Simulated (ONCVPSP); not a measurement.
## N: ONCV pseudisation with PBE, fully relativistic reference atom.

```
Element                 : N
Generator               : ONCVPSP 4.0.1
Type                    : optimised norm-conserving Vanderbilt (ONCV)
Functional              : PBE
Relativity              : fully relativistic
Frozen core             : [He]
Valence charge          : 5
Reference configuration : 2s2 (charge +3)
Partial waves           : 2s: rc 0.85 bohr, ncon 5, nbas 8, qcut 7.3 1/bohr, 2 projectors, debl 1.1 Ha; p scattering state at 0.06 Ha: rc 0.85 bohr, ncon 3, nbas 6, qcut 10.3 1/bohr, 1 projector
Local potential         : polynomial inside 0.70 bohr (lpopt 1, dvloc0 3 Ha)
Core correction         : Teter function, fcfact 1.75, rcfact 1.65
```

Open shells are filled in proportion to 2j + 1.

In the s channel the program set the typed energies aside and used -2.504, 0.250 Ha. In the p channel the program set the typed energies aside and used 0.050 Ha (j = l + 1/2; the other j can differ).

(1) Estimate the cutoffs (Ha) at which the residual kinetic energy of the hardest occupied pseudo-wave falls to 1 and 0.1 mHa per electron.

(2) Does the potential have ghost states?

(3) Tests: 2s2 2p3; 2s2 2p2; 2s2 2p1; 2s2 2p2.5. Which has the largest error in its energy relative to the reference configuration, and how large is it?

Answers

(1) 35 Ha and 113 Ha.

(2) No bound ghost flagged; no localised positive-energy state flagged.

(3) 2s2 2p3, with -48 meV (all-electron minus pseudo) on -89.53 eV.
